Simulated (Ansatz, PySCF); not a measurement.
Barrier from R1 to the saddle point P1, each structure at its B3LYP-D3(BJ)/def2-TZVP stationary point, reached from a drawn start; harmonic modes at that level show the others as minima.
R1, H3Sb (SMILES [SbH3]) (charge 0, multiplicity 1):
```xyz
4

Sb     0.000     0.000     0.724
H      1.416     0.000    -0.241
H     -0.708     1.227    -0.241
H     -0.708    -1.227    -0.241
```
P1, H3Sb, a first-order saddle point (one imaginary mode, 1200i cm⁻¹) (charge 0, multiplicity 1, Z-matrix in Å and degrees):
```
Sb
H 1 1.6468
H 1 1.6468 2 120.00
H 1 1.6468 2 120.00 3 180.00
```

P less R. No zero-point or thermal terms; no spin–orbit coupling. No path was followed down from the saddle.

Frozen-core correlation throughout. In cc and def2 sets filled d and f shells under p-block atoms count as core. CBS: X⁻³ extrapolation of the correlation energy, Hartree–Fock from the larger set.

Codes used: Ansatz (a program for electronic structure); PySCF for the D3/D4 terms. No computed number here is a measurement. Elements past Kr take the def2 small-core potentials, without spin–orbit coupling.

```
level                                barrier height (kcal/mol)
-----------------------------------  -------------------------
HF/def2-SVP                                              48.19
PBE-D4/def2-TZVPP                                        45.58
r2SCAN-D4/def2-TZVPP                                     45.49
B3LYP/def2-TZVPP                                         46.90
PBE0-D4/def2-TZVPP                                       44.81
wB97M-V/def2-TZVPP                                       44.13
CCSD(T)/def2-TZVPP                                           ?
CCSD(T)/def2-QZVPP                                           ?
CCSD(T)/CBS(def2-TZVPP, def2-QZVPP)                          ?
```

Some entries are withheld; supply them.


- CCSD(T)/def2-TZVPP, barrier height (kcal/mol): 45.33
- CCSD(T)/def2-QZVPP, barrier height (kcal/mol): 44.47
- CCSD(T)/CBS(def2-TZVPP, def2-QZVPP), barrier height (kcal/mol): 43.88
